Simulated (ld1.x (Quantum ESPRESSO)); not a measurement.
# What the settings do to the ultrasoft potential of Ta

Base potential:

Ta, ultrasoft, made with ld1.x (Quantum ESPRESSO) 7.5 (PBE, scalar-relativistic). Core [Xe] 4f14, reference 5d3 6s0.5 6p0 (charge +1.5). Waves: 6s (bound): rcut 2.10, rcutus 2.65 bohr; 6s channel at 1 Ry: rcut 2.10, rcutus 2.65 bohr; 6p (bound, empty): rcut 3.15, rcutus 3.90 bohr; 6p channel at -0.4 Ry: rcut 3.15, rcutus 3.90 bohr; 5d (bound): rcut 1.55, rcutus 1.75 bohr; 5d channel at -0.7 Ry: rcut 1.55, rcutus 1.75 bohr. Local part: all-electron potential smoothed inside 3.35 bohr (lloc = -1). Core correction: Bessel-smoothed model core, default radius (core density twice the valence density). Augmentation charge: PSQ, inside the norm-conserving radii.

All-electron outer shells of the reference configuration (PBE, scalar-relativistic, ld1.x):

| shell | level (eV) | outermost node (bohr) | outermost maximum (bohr) |
| --- | --- | --- | --- |
| 4f | -35.95 | – | 0.44 |
| 6s | -14.95 | 1.32 | 2.61 |
| 5d | -14.29 | 0.65 | 1.56 |
| 6p | -9.50 | 1.57 | 3.35 |

Cutoffs, loose and tight: the cutoffs (Ry, on a coarse ladder) from which the occupation-weighted sum of valence levels, in a spherical-Bessel basis at the reference potential, stays within 10 and 1 mRy of its value at 400 Ry. They do not see the model core or the augmentation charge, which bear on the density cutoff. Test errors are all-electron minus pseudo excitation energies from the reference, over the configurations 5d3 6s2 6p0; 5d3 6s1 6p0; 5d3 6s0 6p0; 5d2 6s2 6p0; 5d3 6s0 6p1; 5d1 6s0 6p0; 5d2 6s2 6p1. A dash means not determined; rows that change the core or the reference have their own tests.

The default core radius of the base comes out at 1.75 bohr.

| change | outcome | cutoff, loose | cutoff, tight | bound ghosts | largest test error (meV) |
| --- | --- | --- | --- | --- | --- |
| base | generated | 30 Ry | 40 Ry | none | -940 |
| core correction none | generated | 30 Ry | 40 Ry | none | +317 |
| core correction Bessel-smoothed model core inside 0.76 bohr | generated | 30 Ry | 40 Ry | none | -945 |
| core correction Bessel-smoothed model core inside 0.96 bohr | generated | 30 Ry | 40 Ry | none | -944 |
| core correction Bessel-smoothed model core inside 1.06 bohr | generated | 30 Ry | 40 Ry | none | -944 |
| core correction Bessel-smoothed model core inside 1.28 bohr | generated | 30 Ry | 40 Ry | none | -943 |
| core correction Bessel-smoothed model core inside 1.48 bohr | generated | 30 Ry | 40 Ry | none | -943 |
| core correction Bessel-smoothed model core inside 1.72 bohr | generated | 30 Ry | 40 Ry | none | -941 |
| core correction Bessel-smoothed model core inside 1.90 bohr | generated | 30 Ry | 40 Ry | none | -933 |
| core correction Bessel-smoothed model core inside 2.12 bohr | generated | 30 Ry | 40 Ry | none | -906 |
